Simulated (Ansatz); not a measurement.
`[F][InH2]` + `[SiH3]`• → `[F][InH]`• + SiH₄ at 400 K and 1 bar (hydrogen abstraction from the In–H bond).

Gas-phase electronic energies from Ansatz, PBE0-D4/def2-TZVP geometries. CCSD(T)/CBS is the MP2 limit (def2-TZVPP, def2-QZVPP) plus CCSD(T) − MP2 in def2-TZVPP, frozen cores. This one scheme is used for every species. No spin–orbit coupling; open shells (•) take unrestricted orbitals. def2 core potentials past Kr. For In outer-core shells are correlated without core-valence functions, which leaves a few kJ/mol of doubt a bond.

```
    species  CCSD(T)/CBS energy (Eh)  H − E (kJ/mol)  S (J/(mol·K))
`[F][InH2]`               -290.81142            53.0          281.4
  `[SiH3]`•               -290.80808            70.3          229.7
`[F][InH]`•               -290.19270            30.7          282.8
       SiH₄               -291.46306            96.9          218.6
```

H − E and S are ideal-gas, rigid-rotor, harmonic terms from PBE0-D4/def2-TZVP, with the whole ground term of open shells counted as degenerate. 1 Eh = 2625.50 kJ/mol, R = 8.31446 J/(mol·K).

Problem. By hand: ΔE, ΔH, ΔS and ΔG.

Solution. ΔE = (-290.19270) + (-291.46306) − (-290.81142) − (-290.80808) = -0.03626 Eh = -95.2 kJ/mol. Δ(H − E) = 30.7 + 96.9 − 53.0 − 70.3 = 4.3, so ΔH = -90.9 kJ/mol. ΔS = 282.8 + 218.6 − 281.4 − 229.7 = -9.7 J/(mol·K). ΔG = -90.9 − 400 × (-9.7)/1000 = -87.0 kJ/mol.

Problem. By hand: the equilibrium constant, and the temperature at which ΔG would vanish if ΔH and ΔS stayed fixed.

Solution. log₁₀ K = −ΔG/(RT ln 10) = 11.4. ΔG = 0 at ΔH/ΔS = 9371 K, far beyond where these terms or the molecules hold.

The number of gas molecules stays the same, so ΔS is small and ΔH decides. A doubt of 5 kJ/mol in ΔE shifts log₁₀ K by 0.7 here. These are equilibria of isolated gas molecules and say nothing of rates. Largest T1 diagnostic: 0.021 (customary marks: 0.02 for closed shells, 0.045 for open ones).
